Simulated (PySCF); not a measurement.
Si(F)2(Me)(Cl) (CH3ClF2Si), SMILES F[Si](C)(F)Cl.

Geometry optimised at B3LYP-D3(BJ)/def2-SVP.

Two levels are set side by side: PBE/def2-TZVP (PySCF) and M06-2X/def2-TZVP (PySCF). Same geometry, gas phase. Differences are taken from unrounded values.

| quantity | PBE |
|---|---|
| orbital gap (eV) | 7.99 |
| highest occupied level (eV) | -8.22 |
| lowest empty level (eV) | -0.23 |
| dipole moment (D) | 2.33 |
| mean polarisability (bohr³) | 47.1 |

Problem. These are the PBE values. What does M06-2X give? (Estimate from the structure and the level; the computed values follow.)

Solution. 
```tsv
quantity	M06-2X	PBE minus M06-2X
orbital gap (eV)	12.42	-4.44
highest occupied level (eV)	-11.01	2.79
lowest empty level (eV)	1.42	-1.65
dipole moment (D)	2.45	-0.12
mean polarisability (bohr³)	44.5	2.5
```

Without exact exchange PBE keeps part of each electron's self-repulsion, which lifts occupied levels and narrows the gap. Loosely held outer electrons make PBE densities more polarisable. Differences between two approximate levels are no errors against the true value.

Rough cost on one machine, each run with all the roots and properties that it gave: M06-2X against PBE about 4 times.
